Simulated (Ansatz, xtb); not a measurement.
# Two isomers of C4H3FOS

Structure X: `Fc1ccc(S)o1`, a singlet. Structure Y: `Oc1sccc1F`, a singlet. Both are isolated molecules in the gas phase, relaxed with B3LYP/def2-SVP; the shapes shown needn't be the lowest conformers.

X (Å):

```tsv
atom	x (Å)	y (Å)	z (Å)
C	-2.1286	1.7249	0.2618
C	-1.7404	1.6112	-1.0396
C	-0.6020	0.7375	-0.9933
C	-0.4003	0.3998	0.3182
F	-3.1174	2.3807	0.8217
O	-1.3560	1.0303	1.0979
S	0.8617	-0.5164	1.1103
H	-2.2047	2.0805	-1.9024
H	-0.0014	0.3934	-1.8324
H	0.1351	-1.6274	1.4009
```

Y (Å):

```xyz
10

C    -2.0858    0.5798   -0.1385
C     0.2460   -0.1843    0.2939
C     0.1844    1.1579    0.0325
C    -1.1523    1.5823   -0.2129
F    -1.5079    2.8517   -0.4969
O    -3.4204    0.6501   -0.3167
S    -1.3246   -0.9396    0.2428
H    -3.6470    1.5706   -0.5190
H     1.1224   -0.7895    0.5166
H     1.0428    1.8299    0.0114
```

Problem. Estimate E(Y) − E(X) at the level CCSD(T)/def2-SVP + ΔMP2/def2-TZVPP.

Solution. Not settled: CCSD(T)/def2-SVP + ΔMP2/def2-TZVPP gives E(Y) − E(X) = −5.4 kcal/mol, but this leans on the basis-set step: CCSD(T) alone gives −0.2 kcal/mol.

Level by level:

| level | geometry | E(Y) − E(X) (kcal/mol) | departure from the last row (kcal/mol) | job, with rough time for the two |
| --- | --- | --- | --- | --- |
| GFN2-xTB | GFN2-xTB | +4.4 | +9.8 | optimisation, 0.12 s |
| HF/STO-3G | GFN2-xTB | +6.5 | +11.9 | single point, 0.46 s |
| r2SCAN-D4/def2-SVP | GFN2-xTB | −4.8 | +0.6 | single point, 4.4 s |
| B3LYP/def2-SVP | B3LYP/def2-SVP | −0.6 | +4.8 | optimisation, 78 s |
| HF/def2-SVP | B3LYP/def2-SVP | +1.3 | +6.6 | part of the CCSD(T) run |
| MP2/def2-SVP | B3LYP/def2-SVP | −1.4 | +3.9 | part of the CCSD(T) run |
| CCSD(T)/def2-SVP | B3LYP/def2-SVP | −0.2 | +5.1 | single point |
| CCSD(T)/def2-SVP + ΔMP2/def2-TZVPP | B3LYP/def2-SVP | −5.4 |  | single point, 62 s |

As drawn, Y has 1 C–O, 2 C∷S, 1 O–H in place of 1 C–S, 2 C∷O, 1 S–H (∷ is an aromatic bond).

GFN2-xTB, HF/STO-3G, HF/def2-SVP put the two in the other order. CCSD(T)/def2-SVP finds them nearly level. The largest departure from CCSD(T)/def2-SVP + ΔMP2/def2-TZVPP is that of HF/STO-3G, 11.9 kcal/mol. The last row adds to CCSD(T) the change of the MP2 difference between the two basis sets, here −5.1 kcal/mol, a large step that makes the value less sure.

With thermal terms from frequencies at re-optimised GFN2-xTB minima (ideal gas, soft modes damped towards free rotors, one conformer each, 298.15 K, 1 atm): the zero-point term adds +1.0 kcal/mol; ΔH is −4.4 and ΔG −4.0 kcal/mol.

The correlated steps freeze 11 core orbitals. Programs: Ansatz 0.2.0, xtb 6.7.1; the last row on 2 threads of Arm Neoverse V1 on a shared host.
